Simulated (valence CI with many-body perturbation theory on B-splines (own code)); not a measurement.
# Si9+: what the settings do

Calculated by relativistic CI+MBPT: three valence electrons over a frozen Dirac-Fock core [He], a basis of 6 s, 6 p, 5 d, 3 f, 1 g functions for each j, with the one-electron correlation potential Σ1 (screened to all orders), the two-electron term Σ2, the three-electron term Σ3, Breit, model QED; selected single and double excitations, second order for the rest, scaled by the run's own slope (own B-spline code, finite nucleus).

No measured levels were compared; by estimate levels of excited configurations hold to 0.05 to 0.15 % of their energy, terms of the ground configuration to about 0.5 %.

The reference run has the lowest level 2s2 2p 2P°_1/2 and an ionisation energy of 401.315 eV. Its largest variational space holds 4124 state functions.

Reference levels: 2s2 2p 2P°_3/2 6987, 2s 2p2 4P_1/2 160696, 2s 2p2 4P_3/2 163172, 2s 2p2 4P_5/2 166736, 2s 2p2 2D_3/2 288088, 2s 2p2 2D_5/2 288108, 2s 2p2 2S_1/2 368194, 2s 2p2 2P_1/2 390466, 2s 2p2 2P_3/2 394436, 2p3 4S°_3/2 509116, 2p3 2D°_3/2 575649, 2p3 2D°_5/2 575672 cm⁻¹.

Rank these changes by the mean size of the shift of these levels, smallest first.
A. Breit term on → off
B. scale of Σ1 1 → 0; scale of Σ2 1 → 0; three-electron term on → off
C. correlating orbitals by l 3 3 3 2 1 → 2 2 1 1 0; natural orbitals for correlation on → off

A (230 cm⁻¹), B (2200 cm⁻¹), C (3600 cm⁻¹).
